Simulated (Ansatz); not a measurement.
Geometry optimisation, RKS BLYP/def2-SVP in Ansatz 0.2.0.

Input:

```yaml
crystal:
  periodic: [false, false, false]
  atoms:
    - { symbol: B, position_ang: [-1.9238, 0.016, 0.5229] }
    - { symbol: Ga, position_ang: [-0.7269, -0.8601, -0.0267] }
    - { symbol: Ge, position_ang: [1.2642, -0.0508, -0.4324] }
    - { symbol: F, position_ang: [1.6925, 0.0407, 1.3022] }
    - { symbol: F, position_ang: [1.0073, 1.5577, -1.0551] }
    - { symbol: H, position_ang: [-1.96, 1.1047, -0.0718] }
    - { symbol: H, position_ang: [-1.4957, -0.0038, 1.6051] }
    - { symbol: H, position_ang: [-0.2925, -1.1966, -0.7599] }
    - { symbol: H, position_ang: [2.5232, -0.6541, -1.1015] }
basis:
  gaussian: { orbitals: def2-SVP }
hamiltonian:
  xc: blyp
relax:
  f_tol: 0.02
  max_steps: 50
```

Command:

```bash
$ ansatz run input.yaml --threads 2 --pin off --max-ram 3072MiB --backend cpu --events-out ev --progress --plain --runs-dir out
```

Where does it end, and by what steps?

The run converged. After 17 steps the energy has fallen by 14.855 eV; H8 moved furthest, 1.20 Å. The start is strongly strained (largest force component 37 eV/Å).

```json
{"step": "0", "energy less start (eV)": "0.0000", "largest force component (eV/Å)": "36.842", "accepted": "yes"}
{"step": "1", "energy less start (eV)": "-7.6324", "largest force component (eV/Å)": "12.796", "accepted": "yes"}
{"step": "2", "energy less start (eV)": "-10.7688", "largest force component (eV/Å)": "5.995", "accepted": "yes"}
{"step": "3", "energy less start (eV)": "-12.4618", "largest force component (eV/Å)": "2.958", "accepted": "yes"}
{"step": "4", "energy less start (eV)": "-13.5310", "largest force component (eV/Å)": "1.685", "accepted": "yes"}
{"step": "5", "energy less start (eV)": "-14.1601", "largest force component (eV/Å)": "0.923", "accepted": "yes"}
{"step": "6", "energy less start (eV)": "-14.4692", "largest force component (eV/Å)": "0.427", "accepted": "yes"}
{"step": "7", "energy less start (eV)": "-14.6307", "largest force component (eV/Å)": "0.372", "accepted": "yes"}
{"step": "8", "energy less start (eV)": "-14.7621", "largest force component (eV/Å)": "0.338", "accepted": "yes"}
{"step": "9", "energy less start (eV)": "-14.8238", "largest force component (eV/Å)": "0.359", "accepted": "yes"}
{"step": "10", "energy less start (eV)": "-14.8319", "largest force component (eV/Å)": "0.690", "accepted": "yes"}
{"step": "11", "energy less start (eV)": "-14.8454", "largest force component (eV/Å)": "0.238", "accepted": "yes"}
{"step": "12", "energy less start (eV)": "-14.8354", "largest force component (eV/Å)": "0.347", "accepted": "no"}
{"step": "13", "energy less start (eV)": "-14.8530", "largest force component (eV/Å)": "0.095", "accepted": "yes"}
{"step": "14", "energy less start (eV)": "-14.8542", "largest force component (eV/Å)": "0.028", "accepted": "yes"}
{"step": "15", "energy less start (eV)": "-14.8546", "largest force component (eV/Å)": "0.021", "accepted": "yes"}
{"step": "16", "energy less start (eV)": "-14.8544", "largest force component (eV/Å)": "0.032", "accepted": "no"}
{"step": "17", "energy less start (eV)": "-14.8547", "largest force component (eV/Å)": "0.017", "accepted": "yes"}
```

```xyz
9
Properties=species:S:1:pos:R:3
B -2.030 0.232 0.719
Ga -0.635 -0.852 -0.360
Ge 1.702 0.088 -0.406
F 2.195 0.325 1.283
F 1.564 1.737 -1.053
H -2.662 1.126 0.197
H -2.198 0.024 1.903
H -0.804 -2.200 -1.183
H 2.956 -0.526 -1.116
```

Whether the end is a true minimum wasn't checked by a vibrational analysis.

Run time: 55 s on 2 threads of Arm Neoverse V1, on a shared host, peak memory 0.18 GiB.
